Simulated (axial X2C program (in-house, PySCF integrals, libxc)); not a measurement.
## Ionising BiH

Calculated with an axial X2C code built on PySCF integrals, spin-free (one-electron X2C) or two-component (2c: spin–orbit coupling with atomic mean-field Coulomb and Gaunt terms, which also bring small scalar terms), in Dyall basis sets with cores contracted in-house; open shells are unrestricted.

Basis sets: Bi dyall-cv3z, H dyall-v3z.

| Hamiltonian | level | BiH state | Re (Å) | ωe (cm⁻¹) | De (eV) |
| --- | --- | --- | --- | --- | --- |
| spin-free | HF | M_S = 1, Λ = 0 | 1.782 | 1862.1 | 1.33 |
| spin-free | PBE0 | M_S = 1, Λ = 0 | 1.792 | 1810.7 | 2.38 |

Adiabatic ionisation energy (minimum to minimum, no zero-point term) and constants of BiH⁺:

```csv
Hamiltonian,level,BiH⁺ state,IE (eV),Re (Å),ωe (cm⁻¹),De (eV),fragments
spin-free,HF,"M_S = 1/2, Λ = 1",8.13,1.767,1979.6,1.42,Bi+ + H
spin-free,PBE0,"M_S = 1/2, Λ = 1",8.55,1.784,1885.9,2.48,Bi+ + H
```

Add the zero-point terms to the ionisation energy at PBE0, spin-free, and say whether the electron removed was bonding.

IE0 = IE + (ωe⁺ − ωe)/2 = 8.55 + (0.005) = 8.55 eV. Re changes by -0.008 Å, so the electron was nearly non-bonding.

Close the cycle De(BiH⁺) + IE(BiH) = De(BiH) + IE(Bi) to find the atomic ionisation energy at PBE0, spin-free.

IE(Bi) = 2.48 + 8.55 − 2.38 = 8.65 eV, for the determinants used.

Each entry is the lowest single determinant of a limited PBE0 search at one distance. De goes to single-determinant-based atoms at the same level (for ions the charge split of lowest energy) and is withheld (n/a) where an atom does not fit its ground term or J level. Main or longest-lived isotopes. One determinant is a doubtful description, or other states lie close, for BiH, BiH⁺; these need not be ground states, and all values refer to the states named. The functionals have no current term, which raises determinants with orbital currents.
